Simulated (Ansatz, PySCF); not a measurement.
This Ansatz (an electronic-structure program) input computes a r2SCAN/def2-TZVPD energy:

Ansatz 0.2 input:
```yaml
crystal:
  periodic: [false, false, false]
  atoms:
    - {symbol: Te, position_ang: [-0.00000000, -0.00000000, -1.28732366]}
    - {symbol: Te, position_ang: [0.00000000, 0.00000000, 1.28732366]}
basis:
  gaussian:
    orbitals: def2-TZVPD
hamiltonian:
  xc: {name: r2SCAN}
magnetization: {spin_polarized: true, initial_magnetization: 2}
output: {forces: true}
```

Problem. Write an input for the same energy in PySCF and say what it gives.

Solution. 
```python
from pyscf import gto, scf, dft

mol = gto.M(
    atom='''
    Te   -0.00000000   -0.00000000   -1.28732366
    Te    0.00000000    0.00000000    1.28732366
    ''',
    basis='def2-tzvpd',
    ecp='def2-tzvp',
    charge=0,
    spin=2,
    symmetry='D2h',
    verbose=4,
)

mf = dft.UKS(mol, xc='r2scan').density_fit(auxbasis='def2-universal-jkfit')
mf.grids.level = 4
mf.conv_tol = 1e-9
mf.max_cycle = 100
mf.max_memory = 1500
mf.kernel()
if not mf.converged:
    mf = mf.newton()
    mf.kernel(mf.make_rdm1())
mf.analyze()
```
It gives -536.29244 Eh, and Ansatz -536.29235 Eh, a difference of 0.09 mEh, from the treatment of integrals and grids.
